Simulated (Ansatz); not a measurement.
`C#C[SiH2][AlH][SiH3]` + HCl → `[SiH3][AlH][Cl]` + `C#C[SiH3]` at 400 K and 1 bar (cleavage of the Al–Si bond).

Program: Ansatz. Geometries: PBE0-D4/def2-TZVP. ΔE: electronic, gas phase. CCSD(T)/CBS adds triple-zeta CCSD(T) − MP2 to the extrapolated MP2 energy (def2 sets, frozen cores). This one scheme is used for every species. Each species was taken in one conformer, which may not be the lowest.

```json
{"species": "`C#C[SiH2][AlH][SiH3]`", "CCSD(T)/CBS energy (Eh)": "-900.40976", "H − E (kJ/mol)": "220.2", "S (J/(mol·K))": "434.7"}
{"species": "HCl", "CCSD(T)/CBS energy (Eh)": "-460.38127", "H − E (kJ/mol)": "29.6", "S (J/(mol·K))": "195.4"}
{"species": "`[SiH3][AlH][Cl]`", "CCSD(T)/CBS energy (Eh)": "-993.32756", "H − E (kJ/mol)": "113.7", "S (J/(mol·K))": "366.3"}
{"species": "`C#C[SiH3]`", "CCSD(T)/CBS energy (Eh)": "-367.52081", "H − E (kJ/mol)": "136.8", "S (J/(mol·K))": "291.4"}
```

H − E and S are ideal-gas, rigid-rotor, harmonic terms from PBE0-D4/def2-TZVP, for one conformer and one mirror image of each species. 1 Eh = 2625.50 kJ/mol, R = 8.31446 J/(mol·K).

**Question.** By hand: ΔE, ΔH, ΔS and ΔG.

**Answer.** ΔE = (-993.32756) + (-367.52081) − (-900.40976) − (-460.38127) = -0.05734 Eh = -150.5 kJ/mol. Δ(H − E) = 113.7 + 136.8 − 220.2 − 29.6 = 0.7, so ΔH = -149.8 kJ/mol. ΔS = 366.3 + 291.4 − 434.7 − 195.4 = 27.6 J/(mol·K). ΔG = -149.8 − 400 × (27.6)/1000 = -160.8 kJ/mol.

**Question.** By hand: the equilibrium constant, and the temperature at which ΔG would vanish if ΔH and ΔS stayed fixed.

**Answer.** log₁₀ K = −ΔG/(RT ln 10) = 21.0. ΔH and −TΔS have one sign here, so there is no such temperature.

ΔH outweighs TΔS. A doubt of 5 kJ/mol in ΔE shifts log₁₀ K by 0.7 here. Other conformers and mirror images would add mixing entropy, several J/(mol·K) or more a flexible species. Modes under 60 cm⁻¹, often nearly free rotors, make the harmonic entropy too high. These are equilibria of isolated gas molecules and say nothing of rates. Largest T1 diagnostic: 0.015 (customary marks: 0.02 for closed shells, 0.045 for open ones).
